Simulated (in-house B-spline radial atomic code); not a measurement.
Whole-atom quantities along the 8-electron series, configuration [He] 2s2 2p4. Breit and QED terms are first order and not part of the total energy; the density at the nucleus is averaged over the nuclear charge. Computed with a radial B-spline atomic code at the basis-set limit: Dirac-Hartree-Fock, average of the configuration, finite nuclei.

| ion | Z | E/Z² (Eh) | Σ<r²> (bohr²) | n(0)/Z³ (bohr⁻³) | Lamb diamagnetic shielding (ppm) | repulsion over attraction | Breit energy (eV) | self-energy (eV) | vacuum polarisation (eV) | Dirac less non-relativistic energy (Eh) |
| --- | --- | --- | --- | --- | --- | --- | --- | --- | --- | --- |
| Ca12+ | 20 | -1.493 | 0.74676 | 0.76441 | 1152.19 | 0.075586 | 4.4347 | 3.6917 | -0.27058 | -2.804 |
| Sc13+ | 21 | -1.5055 | 0.66355 | 0.77678 | 1216.09 | 0.072231 | 5.1939 | 4.3806 | -0.32922 | -3.4435 |
| Ti14+ | 22 | ? | ? | ? | ? | ? | ? | ? | ? | ? |
| V15+ | 23 | -1.5277 | 0.53388 | 0.80322 | 1344.48 | 0.066319 | 6.9655 | 6.0201 | -0.47465 | -5.0474 |
| Cr16+ | 24 | -1.5377 | 0.48278 | 0.81698 | 1408.98 | 0.063702 | 7.9867 | 6.9824 | -0.56331 | -6.0345 |
| Mn17+ | 25 | -1.5471 | 0.43863 | 0.83109 | 1473.71 | 0.061279 | 9.1041 | 8.0475 | -0.66392 | -7.1612 |
| Fe18+ | 26 | ? | ? | ? | ? | ? | ? | ? | ? | ? |
| Co19+ | 27 | -1.5642 | 0.3666 | 0.8612 | 1603.88 | 0.056932 | 11.646 | 10.511 | -0.90533 | -9.886 |
| Ni20+ | 28 | -1.5721 | 0.33699 | 0.8777 | 1669.34 | 0.054977 | 13.079 | 11.921 | -1.0484 | -11.512 |
| Cu21+ | 29 | -1.5795 | 0.31078 | 0.89345 | 1735.07 | 0.053147 | 14.626 | 13.46 | -1.2081 | -13.333 |
| Zn22+ | 30 | ? | ? | ? | ? | ? | ? | ? | ? | ? |
| Ga23+ | 31 | -1.5935 | 0.26666 | 0.92789 | 1867.4 | 0.04982 | 18.084 | 16.947 | -1.5824 | -17.623 |
| Ge24+ | 32 | -1.6 | 0.24798 | 0.9458 | 1934.01 | 0.048304 | 20.002 | 18.909 | -1.7998 | -20.125 |

Task: Fill in the row of Ti14+.

Result: E/Z² (Eh): -1.517; Σ<r²> (bohr²): 0.59347; n(0)/Z³ (bohr⁻³): 0.78965; Lamb diamagnetic shielding (ppm): 1280.19; repulsion over attraction: 0.069152; Breit energy (eV): 6.0361; self-energy (eV): 5.1548; vacuum polarisation (eV): -0.39695; Dirac less non-relativistic energy (Eh): -4.1876.

Task: Fill in the row of Fe18+.

Result: E/Z² (Eh): -1.5559; Σ<r²> (bohr²): 0.40022; n(0)/Z³ (bohr⁻³): 0.84596; Lamb diamagnetic shielding (ppm): 1538.67; repulsion over attraction: 0.059028; Breit energy (eV): 10.322; self-energy (eV): 9.2216; vacuum polarisation (eV): -0.77755; Dirac less non-relativistic energy (Eh): -8.4405.

Task: Fill in the row of Zn22+.

Result: E/Z² (Eh): -1.5867; Σ<r²> (bohr²): 0.28748; n(0)/Z³ (bohr⁻³): 0.9105; Lamb diamagnetic shielding (ppm): 1801.09; repulsion over attraction: 0.051431; Breit energy (eV): 16.293; self-energy (eV): 15.133; vacuum polarisation (eV): -1.3856; Dirac less non-relativistic energy (Eh): -15.364.

Task: With what power of Z does the column «Dirac less non-relativistic energy (Eh)» change over this range?

Result: A fit of the logarithm of its size against log Z from Z = 20 to 32 has slope 4.19. An unscreened hydrogenic electron would give 4 at low Z; screening makes the apparent power larger near the neutral end, and relativity raises it again at high Z.
